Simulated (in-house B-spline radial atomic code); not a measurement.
Checks on a self-consistent run for the rhodium ion Rh⁵⁺, [Kr] 4d2 6s1 6f1. Level of theory: Dirac-Hartree-Fock, average of configuration, Fermi nucleus of rms radius 4.4945 fm; calculated with a radial B-spline atomic code at the basis-set limit.

```csv
orbital,q,ε (Eh),<1/r>,<r²>,small-component weight
1s1/2,2,-862.22466,47.0539,0.00143744,0.027083
2s1/2,2,-131.27109,10.8155,0.0235992,0.0056517
2p1/2,2,-121.42838,10.7572,0.0177972,0.0056273
2p3/2,4,-116.08534,10.1696,0.0191246,0.0054207
3s1/2,2,-27.83375,3.77034,0.17188,0.0015737
3p1/2,2,-23.93241,3.66509,0.16848,0.0015117
3p3/2,4,-22.97899,3.52631,0.177403,0.0014591
3d3/2,4,-16.12267,3.33709,0.160267,0.0013301
3d5/2,6,-15.93726,3.30072,0.16307,0.001314
4s1/2,2,-7.18638,1.44339,1.00713,0.00039375
4p1/2,2,-5.80692,1.34468,1.13454,0.00035233
4p3/2,4,-5.63670,1.30755,1.1841,0.00034078
4d3/2,0.8,-3.72912,1.10569,1.59111,0.00025832
4d5/2,1.2,-3.70587,1.09696,1.6118,0.00025547
6s1/2,1,-1.29413,0.361725,15.1576,5.2401e-05
6f5/2,0.42857,-0.59513,0.221342,48.8051,2.5331e-05
6f7/2,0.57143,-0.59502,0.221129,48.8329,2.5282e-05
```

Electron-electron repulsion V_ee = 1664.8121 hartree.

(1) What total energy follows from the eigenvalues?

(2) Does the Dirac virial theorem hold?

(3) What diamagnetic shielding (Lamb formula) and susceptibility (Langevin formula) do the radii give?

Answers

(1) The eigenvalues count the repulsion twice, so E = Σqε - V_ee = -3107.605 - 1664.812 = -4772.417 hartree; the run printed -4772.417.

(2) For a point nucleus E = -2c²Σq·w, with w the small-component weight. Here Σq·w = 0.12706 and c = 137.0360, so the ratio E/(-2c²Σq·w) is 1.000034; the finite nucleus accounts for the departure from 1.

(3) σ = (α²/3)Σq<1/r> = 253.651/(3·137.036²) = 4502.4 ppm, and χ = -0.79199×10⁻⁶·Σq<r²> = -62.87×10⁻⁶ cm³/mol with Σq<r²> = 79.377 bohr². Both are non-relativistic formulas without the paramagnetism of open shells.
